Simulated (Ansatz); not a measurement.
Process, species as SMILES: [Se]Cl (Cl-Se) → Cl atom + Se atom
B3LYP-D3(BJ)/def2-TZVP geometries, fixed; electronic energies without zero-point terms.
Largest species:
```
Se
Cl 1 2.1470
```
Charge 0, spin multiplicity 2.

Basis-set convergence of the atomisation energy at wB97M-V with Ansatz (an electronic-structure program). Cartesian d functions, on some or all atoms, in 3-21G, 6-31G, 6-311G**; all else is spherical. The program fits the integrals of some runs and decomposes those of others, by size. Open shells are unrestricted. The functional holds VV10 correlation; no added dispersion term, no relativity. Functions are those of the species that has most. Reference: the value in aug-cc-pV(5+d)Z, 64.86 kcal/mol, itself unsure by roughly 0.03 kcal/mol (its mean distance from pcseg-4, aug-pcseg-3, aug-cc-pV(Q+d)Z). Deviations are taken from unrounded values.

```csv
basis,functions,atomisation energy (kcal/mol),minus reference (kcal/mol)
pcseg-0,35,41.48,-23.38
3-21G,36,44.43,-20.43
6-31G,42,41.40,-23.46
def2-SVP,50,61.85,-3.01
def2-SVPD,68,60.53,-4.33
6-311G**,71,59.17,-5.69
pcseg-2,77,63.41,-1.46
cc-pV(T+d)Z,82,64.33,-0.54
def2-TZVPP,90,64.46,-0.40
def2-TZVPPD,108,64.58,-0.29
cc-pV(Q+d)Z,132,64.80,-0.07
pcseg-3,132,64.77,-0.09
def2-QZVP,145,64.82,-0.04
def2-QZVPPD,177,64.90,0.04
aug-cc-pV(Q+d)Z,182,64.82,-0.05
cc-pV(5+d)Z,204,64.85,-0.01
pcseg-4,216,64.87,0.01
aug-cc-pV(5+d)Z,276,64.86,0.00
```
